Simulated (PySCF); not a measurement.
# A small calculation by hand: oscillator strength and radiative lifetime

C4H10Si, SMILES C[SiH2]C(C)=C.

Geometry: PBE-D3(BJ)/def2-SVP. Other conformers were not sampled.

TDA-PBE/def2-SVPD (PySCF) puts the first singlet state with f over 0.02 at 6.21 eV (vertical), with the transition dipole (-0.292, -0.238, 0.272) in atomic units.

**Question.** Find the oscillator strength, the wavelength and the radiative lifetime that this transition would have in vacuum if emission retraced absorption.

**Answer.** 
|μ|² = 0.2159 au, so |μ| = 1.18 D. ΔE = 6.21/27.211 = 0.2282 hartree. f = (2/3) ΔE |μ|² = 0.033 (the program prints 0.033).
λ = 1239.84/6.21 = 200 nm; ν = 50087 cm⁻¹.
Einstein's coefficient A = 0.6670 ν² f s⁻¹ (ν in cm⁻¹) = 5.5e7 s⁻¹, so τ = 1/A = 18 ns. This state is S2; the lower singlet has f = 0.011. The figure is the radiative limit of this one transition; relaxation, internal conversion, crossing to triplets and a medium change what is measured.
